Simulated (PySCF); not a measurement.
PySCF 2.14 output of an unrestricted PBE calculation on a single atom or ion in x2c-SVPall, with scalar relativity by spin-free X2C-1e:

```
SCF conv_tol = 1e-09
number electrons alpha = 25  beta = 24
    J. P. Perdew, K. Burke, and M. Ernzerhof.,  Phys. Rev. Lett. 77, 3865 (1996)
    J. P. Perdew, K. Burke, and M. Ernzerhof.,  Phys. Rev. Lett. 78, 1396 (1997)
    J. P. Perdew, K. Burke, and M. Ernzerhof.,  Phys. Rev. Lett. 77, 3865 (1996)
    J. P. Perdew, K. Burke, and M. Ernzerhof.,  Phys. Rev. Lett. 78, 1396 (1997)
cycle= 1 E= -6175.09881284856  delta_E= -0.00631  |g|= 0.0126  |ddm|= 0.387
cycle= 2 E= -6175.09885569864  delta_E= -4.29e-05  |g|= 0.00503  |ddm|= 0.0158
cycle= 3 E= -6175.09886606973  delta_E= -1.04e-05  |g|= 0.000485  |ddm|= 0.01
cycle= 4 E= -6175.09886620374  delta_E= -1.34e-07  |g|= 1.59e-05  |ddm|= 0.00146
cycle= 5 E= -6175.09886620394  delta_E= -2e-10  |g|= 1.62e-07  |ddm|= 6.04e-05
converged SCF energy = -6175.09886620394  <S^2> = 0.75152177  2S+1 = 2.0015212
```

The run itself started from symmetry-adapted Hartree-Fock orbitals and held the occupation by maximum overlap, on a logarithmic radial grid, so the iterations belong to that start.

Question: Which element, charge and spin multiplicity is this?

Answer: Sn⁺ (tin, charge +1), multiplicity 2; the state was [Kr] 4d10 5s2 5p1, 2P determinant.
